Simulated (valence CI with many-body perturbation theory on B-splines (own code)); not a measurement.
## E1 line list for Tc12+

Method: valence CI with perturbative core correlation (CI+MBPT): three valence electrons over a frozen Dirac-Fock core [Ar] 3d10, a basis of 11 s, 11 p, 9 d, 7 f, 5 g, 2 h, 1 i functions for each j, with the one-electron correlation potential Σ1 (screened to all orders), the two-electron term Σ2, the three-electron term Σ3, Breit, model QED; selected single and double excitations, second order for the rest, scaled by the run's own slope (own B-spline code, finite nucleus).

No measured levels were compared; by estimate levels hold to about 250 cm⁻¹ or 0.2 % of their energy and the worst to 1 %, as in measured heavy ions of charge 2 to 7; those with d or f electrons hold less well.

Lines 1 to 50 of 281 in falling wavelength, among levels below 126.46 eV, chosen from the strongest by gf and those to the six lowest levels. Wavelengths and rates use the calculated energies, so an error of 1000 cm⁻¹ moves a line at 94.32 nm by 0.94 % and its rate by three times that or more. Electric multipoles are in the length gauge, E1 and E2 with the static RPA response of the core. Weak lines are less certain than strong ones. Lines between different terms over intervals too small for the method are left out, as are lines whose strength nearly cancels. Where a level lies close to another of its J and parity, the split of strength between their lines is uncertain. The highest levels of a list are the least certain.

Names give the largest LS component (configuration and term), which can be under half, so a name can repeat, a term be missing and a line seem to break the LS rules; names also repeat where a configuration has a term twice. Letters in brackets count levels of one name in rising energy.

```
λ vac (nm)                 Upper                 Lower   A (s⁻¹)  log gf  Branch %
     94.32        4s2 5p 2P°_1/2         4s2 5s 2S_1/2  1.88e+09   -0.30       3.3
     84.17        4s2 5p 2P°_3/2         4s2 5s 2S_1/2  2.61e+09    0.04       4.6
     55.62         4s 4p2 4P_1/2        4s2 4p 2P°_3/2  4.07e+07   -2.42      13.2
     52.01           4p3 2D°_5/2         4s 4p2 2P_3/2  1.82e+09   -0.35      17.0
     50.88         4s 4p2 4P_3/2        4s2 4p 2P°_3/2  4.29e+07   -2.18      87.8
     50.51     4p2 4d 2F_7/2 [a]  4s 4p 4d 2F°_7/2 [a]  5.70e+08   -0.76       5.5
     49.31         4p2 4d 2G_7/2  4s 4p 4d 2F°_5/2 [b]  1.49e+09   -0.36      11.3
     47.93         4p2 4d 4F_9/2  4s 4p 4d 2F°_7/2 [a]  6.74e+08   -0.63       5.2
     47.68         4p2 4d 4F_5/2  4s 4p 4d 2F°_5/2 [a]  8.04e+08   -0.78       5.4
     47.41         4s 4p2 4P_5/2        4s2 4p 2P°_3/2  2.87e+08   -1.24     100.0
     47.17       4p3 4S°_3/2 [a]         4s 4p2 2P_1/2  1.47e+09   -0.71       5.7
     46.87         4s 4p2 4P_1/2        4s2 4p 2P°_1/2  2.66e+08   -1.76      86.8
     46.77     4p2 4d 2F_5/2 [a]  4s 4p 4d 2F°_5/2 [a]  1.27e+09   -0.60      12.3
     45.40         4p2 4d 2G_9/2  4s 4p 4d 2F°_7/2 [b]  2.16e+09   -0.18      21.9
     45.24     4p2 4d 2F_5/2 [b]  4s 4p 4d 2P°_3/2 [b]  9.36e+08   -0.76       0.7
     44.11     4p2 4d 2P_1/2 [b]  4s 4p 4d 2D°_3/2 [b]  4.44e+09   -0.59       5.7
     44.10     4p2 4d 2F_7/2 [b]      4s 4p 4d 2D°_5/2  1.67e+09   -0.41       1.4
     43.53       4p3 4S°_3/2 [b]         4s 4p2 2P_1/2  1.43e+09   -0.79       5.3
     43.46         4s 4p2 4P_3/2        4s2 4p 2P°_1/2  5.99e+06   -3.17      12.2
     42.98     4p2 4d 2F_5/2 [a]  4s 4p 4d 2D°_3/2 [a]  1.50e+09   -0.60      14.6
     42.46         4p2 4d 4D_7/2  4s 4p 4d 2F°_7/2 [a]  9.77e+08   -0.68       6.0
     42.14           4p3 2P°_1/2         4s 4p2 2S_1/2  6.31e+09   -0.47      25.6
     41.98         4p2 4d 2D_5/2  4s 4p 4d 2F°_7/2 [b]  1.25e+09   -0.70       1.3
     41.97         4p2 4d 4F_3/2      4s 4p 4d 4D°_1/2  2.16e+09   -0.64      12.2
     41.58     4p2 4d 2F_7/2 [a]      4s 4p 4d 4D°_5/2  2.03e+09   -0.38      19.6
     41.56         4p2 4d 2G_9/2  4s 4p 4d 2F°_7/2 [a]  2.16e+09   -0.25      21.9
     40.96         4p2 4d 2D_5/2  4s 4p 4d 2P°_3/2 [a]  1.15e+09   -0.76       1.2
     40.84         4p2 4d 2P_3/2      4s 4p 4d 4D°_5/2  1.75e+09   -0.76       6.0
     40.65         4p2 4d 4D_1/2      4s 4p 4d 4P°_1/2  3.62e+09   -0.75      15.2
     40.62  4s 4p 4d 2F°_5/2 [a]         4s2 4d 2D_5/2  1.37e+09   -0.69       3.6
     40.46           4p3 2P°_3/2         4s 4p2 2P_3/2  6.85e+09   -0.17      27.8
     40.45       4p3 4S°_3/2 [a]         4s 4p2 2D_3/2  1.70e+09   -0.78       6.6
     40.16         4p2 4d 4F_9/2      4s 4p 4d 4D°_7/2  2.12e+09   -0.29      16.3
     40.16         4p2 4d 2G_7/2  4s 4p 4d 2F°_5/2 [a]  1.02e+09   -0.71       7.7
     40.10         4p2 4d 4F_5/2      4s 4p 4d 4D°_3/2  2.57e+09   -0.43      17.2
     40.00     4p2 4d 2F_5/2 [b]  4s 4p 4d 2F°_5/2 [b]  2.06e+09   -0.53       1.6
     39.86         4s 4p2 2D_3/2        4s2 4p 2P°_3/2  6.86e+06   -3.18       0.1
     39.56         4p2 4d 4D_5/2  4s 4p 4d 4P°_5/2 [b]  1.15e+09   -0.79       4.4
     39.37         4p2 4d 4D_3/2  4s 4p 4d 4P°_5/2 [b]  2.71e+09   -0.60       7.5
     39.24         4p2 4d 4D_5/2      4s 4p 4d 4P°_3/2  1.74e+09   -0.62       6.6
     39.04       4p3 4S°_3/2 [b]         4s 4p2 2D_5/2  2.39e+09   -0.66       8.8
     38.66     4p2 4d 2F_7/2 [b]  4s 4p 4d 2F°_5/2 [b]  9.13e+08   -0.79       0.8
     38.63         4p2 4d 4D_7/2  4s 4p 4d 2F°_5/2 [a]  1.43e+09   -0.59       8.9
     38.61           4p3 2D°_5/2         4s 4p2 2D_5/2  6.25e+09   -0.08      58.5
     38.52         4s 4p2 2D_5/2        4s2 4p 2P°_3/2  3.56e+09   -0.32     100.0
     38.28     4p2 4d 2F_7/2 [b]  4s 4p 4d 2F°_7/2 [b]  3.40e+09   -0.22       2.8
     38.06         4p2 4d 2G_7/2  4s 4p 4d 4P°_5/2 [b]  1.87e+09   -0.49      14.2
     37.75       4p3 4S°_3/2 [b]         4s 4p2 2D_3/2  2.25e+09   -0.72       8.3
     37.34           4p3 2D°_5/2         4s 4p2 2D_3/2  1.30e+09   -0.79      12.1
     37.28         4p2 4d 4F_7/2  4s 4p 4d 4P°_5/2 [a]  4.56e+09   -0.12      31.2
```

How does gf follow from A for the line at 37.75 nm?

gf = 1.4992 × (2J+1)_upper × A / σ², with σ = 264915 cm⁻¹ and 2J+1 = 4: gf = 0.192.
